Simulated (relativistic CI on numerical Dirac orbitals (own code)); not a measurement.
From line strength to rate: Cu+ 2192.27 Å (air)

Problem. For 3d9 4s 3D_2 – 3d9 4p 3F°_3 of Cu+ a semi-empirical relativistic CI calculation gives the line strength S = 11 e²a₀² in the length gauge. The measured levels are 22847.13 and 68447.74 cm⁻¹ (NIST Handbook). Find gf, f, A and the partial lifetime.

Working.
1. σ = 68447.74 − 22847.13 = 45600.61 cm⁻¹, so the vacuum wavelength is 10⁸/σ = 2192.95 Å.
2. gf = 303.756 S/λ(Å) = 1.523, log gf = 0.183; with g = 5 for the lower level, f = 0.305.
3. A = 2.02613 × 10¹⁸ S/(g_u λ³) with g_u = 7: A = 3.02 × 10^8 s⁻¹.
4. The partial lifetime for this S is 1/A = 3.31 ns; in the calculation this line carries 74 % of the decay of the upper level.

Check. The Handbook lists A = 2.54 × 10^8 s⁻¹, a tabulated value with its own uncertainty (a few per cent for the best lines, 25 % or more for others); ours lies 19 % above it. The velocity form of the same calculation gives S = 11.4, and the gap between the two forms is a rough gauge of the error in S. With the computed energy (43230 cm⁻¹) in place of the measured one the rate would change by the factor (σ_calc/σ)³ = 0.85.
